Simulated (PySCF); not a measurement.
Spectroscopy problems

PySCF calculation with coordinates at the GFN2-xTB level and GIAO PBE0/pcSseg-1 shieldings; rapidly exchanging positions averaged, a single conformation, non-relativistic Hamiltonian, gas phase.

Scale: 1H and 13C vs TMS (reference shieldings calculated alike). Splittings of carbon signals by F and P are missing where no couplings were computed. Where no couplings were computed, multiplicities follow the n + 1 count of equivalent neighbours, and m marks all less simple cases (inequivalent or close neighbours, rings, F or P nearby). Acid and N–H amide carbonyl carbons lie up to 10 ppm further downfield in solution (hydrogen bonding). Shifts are as computed. Against solution values, carbons near 30 ppm lie about +3 ppm off and those near 130 ppm about +5 ppm; carbons on Cl a further +6 ppm. Of 1211 compounds with measured shifts, 218 miss one by over three times the rms of a fit or turn the order of signals round; such compounds aren't used in these exercises. Carbons bonded to Cl come out too deshielded. OH and NH positions are gas-phase values without hydrogen bonding to other molecules.

Question: C4H6F2O2Si. 1H NMR (400 MHz, computed): δ 7.60 (m, 1H), 6.10 (br s, 1H), 4.31 (d, 3H), 3.15 (m, 1H). 13C{1H} NMR (computed): δ 175.0, 164.0, 152.9, 34.8. Identify the compound.

Answer: `O=C(O)[C@@H]([SiH3])/C(F)=C\F`. Rings plus π bonds: 2 (no ring in the answer). 4 carbon signals for 4 carbons: no two carbons are equivalent. Carbon types of the structure: 2 × C, 2 × CH, leaving 4 H on heteroatoms. δC 175.0: carboxylic acid carbon; it is a carbonyl in resonance with an O or N lone pair, the region of acids, esters and amides. δC 164.0: fully substituted alkene carbon; the olefinic region. δC 152.9: alkene CH; the olefinic region. δH 7.60: hydrogen on an alkene CH; attached to an sp2 carbon and in the plane of the double bond.

The data come from this structure; uniqueness wasn't tested.

Question: C6H9ClSi. 1H NMR (500 MHz, computed): δ 6.01 (m, 1H), 6.01 (m, 1H), 4.40 (t, 2H), 2.10 (s, 3H), 1.73 (m, 2H). 13C{1H} NMR (computed): δ 137.0 (CH), 129.0 (CH), 116.2 (C), 80.4 (C), 21.0 (CH2), 6.0 (CH3). What is it?

Answer: `CC#C[SiH2]C/C=C/Cl`. Rings plus π bonds: 3 (no ring in the answer). 6 carbon signals for 6 carbons: no two carbons are equivalent. Carbon types of the structure: 2 × C, 2 × CH, 1 × CH2, 1 × CH3, leaving 2 H on heteroatoms. δC 137.0, 129.0: alkene CH; as expected for a trigonal carbon in a double bond. δC 116.2, 80.4: alkyne carbon. δC 6.0: propargylic methyl carbon; saturated and bonded to C and H only. δH 6.01, 6.01: hydrogen on an alkene CH; olefinic region.

This is the structure that produced the data.
